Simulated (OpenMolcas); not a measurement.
# Mn3+: CASPT2 settings compared

```
Program             : OpenMolcas 26.06
Basis               : ANO-L-VQZP [7s6p4d3f2g]
Scalar Hamiltonian  : non-relativistic, point nucleus
Active space        : 4 electrons in 5 orbitals (3d)
State averaging     : 2S+1 = 5 even, 5 roots; 2S+1 = 3 even, 45 roots kept (CI in the orbitals of an earlier block, 30 in the spin-orbit step); 2S+1 = 1 even, 44 roots kept (CI in the orbitals of an earlier block, 22 in the spin-orbit step)
Spin-orbit coupling : state interaction with AMFI integrals over the reference wave functions, term energies averaged over their components
```

Methods on the same reference wave functions:
A. CASSCF
B. SS-CASPT2, IPEA 0.5 Eh, imaginary shift 0.5 Eh (closed shells correlated: none)
C. SS-CASPT2, IPEA 0.2 Eh, sigma2 regulariser 0.2 Eh (closed shells correlated: 3s 3p)
D. SS-CASPT2, IPEA 0.2 Eh, imaginary shift 0.05 Eh (closed shells correlated: 3s 3p)

Energies in cm-1 above 3d4 5D0, the measured ground level; measured values from Corliss and Sugar, J. Phys. Chem. Ref. Data 6, 1253 (1977).

| Level | A | B | C | D | Measured |
| --- | --- | --- | --- | --- | --- |
| 3d4 5D0 | 0.0 | 0.0 | 0.0 | 0.0 | 0.0 |
| 3d4 5D1 | 102 | 104 | 104 | 104 | 99.0 |
| 3d4 5D2 | 302 | 305 | 306 | 306 | 287 |
| 3d4 5D3 | 591 | 595 | 596 | 596 | 552 |
| 3d4 5D4 | 956 | 959 | 959 | 959 | 886 |
| 3d4 3H4 | 24002 | 23140 | 22000 | 22000 | 21281 |
| 3d4 3H5 | 24214 | 23360 | 22220 | 22220 | 21475 |
| 3d4 3H6 | 24455 | 23610 | 22480 | 22480 | 21679 |
| 3d4 3P0 | 25959 | 22290 | 21200 | 21200 | 20654 |
| 3d4 3P1 | 26513 | 22840 | 21750 | 21750 | 21279 |
| 3d4 3P2 | 27624 | 23950 | 22860 | 22860 | 22325 |
| 3d4 3F2 | 27676 | 25070 | 23510 | 23510 | 22791 |
| 3d4 3F3 | 27725 | 25130 | 23570 | 23570 | 22862 |
| 3d4 3F4 | 27842 | 25250 | 23690 | 23690 | 22959 |
| 3d4 3G3 | 30315 | 28360 | 26360 | 26360 | 25440 |
| 3d4 3G4 | 30573 | 28610 | 26620 | 26620 | 25671 |
| 3d4 3G5 | 30784 | 28850 | 26850 | 26850 | 25878 |

Deviations, from unrounded energies. A percentage is the sum of absolute deviations over the sum of measured energies, with the sign that they share, or ± where signs differ.

```json
{"Against measurement": "mean absolute deviation (cm-1)", "Levels": "16", "A": "3300", "B": "1600", "C": "560", "D": "560"}
{"Against measurement": "fine structure of the ground term (%)", "Levels": "4", "A": "+7.0", "B": "+7.6", "C": "+7.8", "D": "+7.8"}
{"Against measurement": "other terms of the ground configuration (%)", "Levels": "12", "A": "+19.5", "B": "+9.5", "C": "+3.2", "D": "+3.2"}
```

C, D lie about equally close to measurement and A furthest from it. The largest miss of C in the table is 3d4 3G5, by +970 cm-1. The ranking rests on the paired levels alone, and a cruder setting can come out closer through cancelling errors.

Among B to D the level of the table that moves most is 3d4 3G5, by 2000 cm-1 (lowest in C, highest in B). Moves below CASPT2's spread within the term are not significant.

The two smallest mean deviations differ by little beside CASPT2's spread within terms, so their order carries little weight.

From A to B the spin-free energies of the other terms of 3d4 shown, above 5D, scale by factors of 0.86 to 0.96, as is usual when dynamic correlation screens the repulsion within a d or f shell.

The lowest spin-free term lies below A's lowest term by 0.044 hartree in B, 0.382 hartree in C, 0.382 hartree in D.

Term energies are means over components that CASPT2 splits; among the terms shown or strongly mixed into the levels shown the widest spread is 120 cm-1 (3d4 3F, D). Some high roots are left out of the spin-orbit mixing, which shifts the levels that they would mix with. Terms from blocks run as CI alone lack orbitals of their own. Without dynamic correlation excited terms often stand tens of per cent too high (terms of higher spin than the ground term too low), and those without a measured partner can miss by more than the paired ones (holds for A). Measured partners are found by configuration, term and J. A level has none where our copy of the source lacks it or the pairing is in doubt (some pairs that miss far off the trend of their configuration count as doubtful), and it then counts in no deviation. Only configurations of the active space appear. Levels that lie high or do not pair safely by name in every column are left out.
